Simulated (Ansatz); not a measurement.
A nudged elastic band was laid between two geometries of CH3NO2Si (8 atoms, charge 0, multiplicity 1).

Method: RKS BHLYP-D4/def2-SVP in Ansatz 0.2.0.

```json
{"movable images": "5", "climbing image": "yes", "spring": "5.0 eV/Å²", "optimiser": "quadratic models (default)", "start path": "IDPP", "force threshold": "0.03 eV/Å", "iteration limit": "58", "end points": "relaxed"}
```

First end point:

```xyz
8
Properties=species:S:1:pos:R:3
N -0.745 0.881 0.808
Si -0.260 -0.668 0.421
O -0.614 -1.997 1.055
C 0.906 -0.415 -1.077
O 1.099 0.698 -1.478
H -1.371 1.120 1.558
H -0.409 1.667 0.273
H 1.393 -1.286 -1.561
```

Last end point:

```xyz
8
Properties=species:S:1:pos:R:3
N -0.746 0.881 0.808
Si -0.260 -0.668 0.422
O -0.613 -1.997 1.055
C 0.906 -0.415 -1.076
O 1.099 0.697 -1.478
H -0.408 1.666 0.273
H -1.371 1.122 1.557
H 1.393 -1.287 -1.561
```

(1) Which bonds break or form, and what moves?

(2) Give the energies along the band, and the barrier.

(3) What is the geometry of the highest image?

(4) What are the harmonic wavenumbers there?

Results:

(1) No bond is made or broken. The dihedral H7–N1–Si2–O3 goes from -180 to 0°. The two ends are copies of one structure, up to a mirror image or an exchange of like atoms.

(2) The run converged. The highest image is number 3 of 0 to 6, 14.0 kcal/mol above the ends, which have the same energy within 2 meV. A vibrational analysis at the climbing image gives one clearly imaginary mode, 451i cm⁻¹: a first-order saddle point.

| image | path coordinate (Å) | energy (kcal/mol) | dihedral H7–N1–Si2–O3 (°) |
| --- | --- | --- | --- |
| 0 | 0.00 | 0.0 | -180 |
| 1 | 0.63 | 3.3 | -153 |
| 2 | 1.25 | 10.3 | -113 |
| 3 | 1.88 | 14.0 | -73 |
| 4 | 2.51 | 10.3 | -42 |
| 5 | 3.13 | 3.4 | -20 |
| 6 | 3.76 | 0.0 | 0 |

(3) 
```xyz
8
Properties=species:S:1:pos:R:3
N -1.017 1.018 0.373
Si -0.392 -0.540 0.133
O -1.033 -1.897 0.347
C 1.412 -0.470 -0.508
O 1.983 0.564 -0.682
H -1.154 1.376 1.305
H -1.709 1.394 -0.256
H 1.909 -1.444 -0.711
```

(4) 451i, 87, 158, 266, 277, 349, 445, 698, 746, 908, 909, 1302, 1417, 1580, 1889, 3004, 3679, 3769 cm⁻¹.

Run time: 5 min on 1 thread of Arm Neoverse V1, on a shared host, peak memory 0.17 GiB.
